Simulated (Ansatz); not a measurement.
Total energies of (MgS)2 ring (Mg₂S₂) from Ansatz at PBE-D4/def2-TZVP, gas phase (1 Eh = 27.2114 eV = 2625.5 kJ/mol). The reference geometry is relaxed at PBE-D4/def2-TZVP.

```csv
state,geometry,energy (Eh)
charge 0 singlet,reference,-1196.11726
charge 1 doublet,reference,-1195.83292
charge 1 doublet,relaxed at PBE-D4/def2-TZVP,-1195.83638
free Mg atom (singlet),–,-199.94297
free S atom (triplet),–,-397.93833
```

Question: Work out the vertical ionisation energy to the doublet.

Answer: E(charge 1 doublet) − E(charge 0 singlet) = -1195.83292 − (-1196.11726) = 0.28434 Eh = 7.74 eV. For comparison, −ε of the highest occupied level is 5.08 eV at this level, 2.66 eV less.

Question: How much does the charge 1 doublet relax, and what is the adiabatic ionisation energy?

Answer: Relaxation: -1195.83292 − (-1195.83638) = 0.00346 Eh = 0.09 eV. Adiabatic ionisation energy: 0.28088 Eh = 7.64 eV, without zero-point energy. 

Question: What is the binding energy per atom against free atoms?

Answer: Atoms: 2 × (-199.94297) + 2 × (-397.93833) = -1195.76260 Eh. Binding: -1195.76260 − (-1196.11726) = 0.35466 Eh = 9.65 eV, or 2.41 eV for each of 4 atoms (no zero-point energy, no counterpoise term).
